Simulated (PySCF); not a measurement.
**Identify the compound**

Molecular formula: C5H6O2. Simulated spectra:

¹H NMR (300 MHz, computed): δ 7.53 (d, J = 1.5 Hz, 1H), 7.45 (dd, J = 2.2, 1.5 Hz, 1H), 6.42 (d, J = 2.2 Hz, 1H), 4.52 (s, 2H), -0.15 (br s, 1H).

¹³C{¹H} NMR (computed): δ 139.6 (CH), 138.1 (CH), 127.0 (C), 108.0 (CH), 61.0 (CH2).

Theoretical values (PySCF 2.14): KT3/pcSseg-2 with gauge-including orbitals, couplings computed with B3LYP/pcJ-1 (without the spin–dipole term), structure optimised with PBE0-D3(BJ)/def2-SVP. Rapidly exchanging positions averaged, one conformer, in vacuum, relativity neglected.

Shifts are taken against calculated references (same method and geometry level): ¹H (σref 31.35) and ¹³C (σref 181.31) vs TMS.

Q: What is the structure?

A: 
1. The formula gives 3 degrees of unsaturation (1 ring in the answer).
2. 5 carbon signals for 5 carbons: no two carbons are equivalent.
3. Carbon types of the structure: 1 × C, 3 × CH, 1 × CH2, leaving 1 H on heteroatoms.
4. δC 139.6, 138.1: aromatic CH next to the ring oxygen.
5. δC 127.0: substituted aromatic carbon.
6. δC 108.0: aromatic CH.
7. δC 61.0: sp3 CH2 bonded to O, on an aromatic ring; the inductive effect lowers its shielding.
8. δH 7.53, 7.45: hydrogen on an aromatic CH next to the ring oxygen; aromatic region.
9. δH 6.42: hydrogen on an aromatic CH; ring-current deshielding.
10. δH 4.52: hydrogen on an sp3 CH2 bonded to O, on an aromatic ring; its carbon carries O, an electronegative neighbour.

These data were computed for SMILES c1cc(CO)co1.

The data come from this structure; uniqueness wasn't tested.

The OH or NH signal is concentration- and solvent-dependent in practice; the value given is the gas-phase one. Multiplet labels drop couplings under 1 Hz and merge nearly equal ones. Unscaled 3J(H,H) at this level run about 10 % above measured values. Shifts are as computed, not scaled to solution data. Of 1211 compounds with measured shifts, 218 miss one by over three times the rms of a fit or turn the order of signals round; such compounds aren't used in these exercises. Couplings to exchangeable protons are dropped.
